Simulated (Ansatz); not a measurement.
Consider the formal exchange of groups at a C–N bond: `CNC(C)F` + `F[SiH2]CS` → `C[SiH](F)CS` + `CC(N)F`.

Calculated with Ansatz (gas phase, PBE0-D4/def2-TZVP geometries, no zero-point term in ΔE). CCSD(T)/CBS is the MP2 limit (def2-TZVPP, def2-QZVPP) plus CCSD(T) − MP2 in def2-TZVPP, frozen cores. Functionals use def2-TZVPP. Each species was taken in one conformer, which may not be the lowest.

```
         level  ΔE (kcal/mol)
       ωB97X-V          -19.2
CCSD/CBS(def2)          -19.8
```

Question: What does CCSD(T)/CBS give? (Estimate.)

Answer: Ansatz gave: -19.9 kcal/mol. The listed levels differ from it by 0.7, 0.1 kcal/mol.

Largest T1 diagnostic among the species: 0.011.

In def2-TZVPP, CCSD(T) changes the Hartree–Fock value by −1.7 kcal/mol (the triples alone add −0.1 kcal/mol) and MP2 by −2.5 kcal/mol.
